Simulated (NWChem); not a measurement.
**Ionisation of dimethyl telluride (C₂H₆Te)**

```xyz
9

C     -1.5798     0.0000    -1.0664
Te     0.0000     0.0000     0.3959
C      1.5798     0.0000    -1.0664
H     -1.5175    -0.9025    -1.6879
H     -2.5321     0.0000    -0.5189
H     -1.5175     0.9025    -1.6879
H      1.5175    -0.9025    -1.6879
H      2.5321     0.0000    -0.5189
H      1.5175     0.9025    -1.6879
```
Charge 0, spin multiplicity 1.

The numbers come from NWChem runs, not from measurements. The geometry was optimised at PBE0/def2-SVP with def2 effective core potentials on Te, held to C2v symmetry and with no frequency check, so it may be a saddle point.

Basis set: def2-TZVP. The species with one electron less has spin multiplicity 2 and keeps the geometry of the parent. Δ marks differences of total energies (open shells unrestricted). −ε marks an orbital energy of the parent. That orbital need not have the symmetry of the hole or added electron in the Δ rows.

Effective core potentials replace the inner electrons of Te; spin-orbit coupling is left out. B3LYP has NWChem's definition, with VWN1-RPA local correlation. No SCF solution was tested for a lower state.

Task: Order these methods by the first vertical ionisation energy they give, lowest first: −ε(HOMO) of HF, −ε(HOMO) of PBE, −ε(HOMO) of B3LYP, −ε(HOMO) of LDA (SVWN5), −ε(HOMO) of BHandHLYP, ΔPBE.

Result: −ε(HOMO) of PBE (4.64 eV), −ε(HOMO) of LDA (SVWN5) (4.77 eV), −ε(HOMO) of B3LYP (5.47 eV), −ε(HOMO) of BHandHLYP (6.57 eV), ΔPBE (7.71 eV), −ε(HOMO) of HF (7.93 eV)
